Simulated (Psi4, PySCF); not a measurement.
HBe (SMILES [BeH+]), charge +1, singlet, geometry from GFN2-xTB (such geometries of metal compounds can be far from the true shape), atoms displaced at random by about 0.08 Å a coordinate. Base run: PBE0/6-31G, gradient in PySCF.

Here is a job for PySCF.
```python
from pyscf import gto, scf, dft

mol = gto.Mole()
mol.atom = '''
    Be   -0.05587388   -0.11143614   -0.24111267
    H    -0.11236485   -0.02443032    1.12666495
'''
mol.basis = '6-31g'
mol.charge = 1
mol.verbose = 4
mol.build()

mf = dft.RKS(mol)
mf.xc = 'pbe0'
mf.kernel()
g = mf.nuc_grad_method()
grad = g.kernel()
```

Programs used: Psi4, PySCF; a row that names a program was run with it.

The coordinate followed is z of atom 2.

The base run was repeated with changes; each row names its change, and settings that it needs were set with it.

| change | dE/dx (Eh/bohr) | net force (Eh/bohr) |
|---|---|---|
| base | 0.011715 | 0.000000 |
| grids.level = 5; grid_response = on | 0.011715 | 0.000000 |
| finite difference step (bohr) = 0.2; conv_tol = 1e-11 | 0.009548 | - |
| finite difference step (bohr) = 1e-3; conv_tol = 1e-11 | 0.011715 | - |
| finite difference step (bohr) = 1e-5; conv_tol = 1e-11 | 0.011715 | - |
| conv_tol = 1e-6 | 0.011715 | 0.000000 |
| grids.level = 1; grid_response = off | 0.011710 | 0.000026 |
| finite difference step (bohr) = 0.05; conv_tol = 1e-11 | 0.011581 | - |
| grids.level = 0; grid_response = on | 0.008141 | 0.000000 |
| code = psi4 | 0.011715 | 0.000000 |
| grids.level = 5; grid_response = off | 0.011715 | 0.000000 |
| density fitting = on; auxbasis_response = off | 0.011692 | 0.003485 |

The net force is zero for an exact gradient.
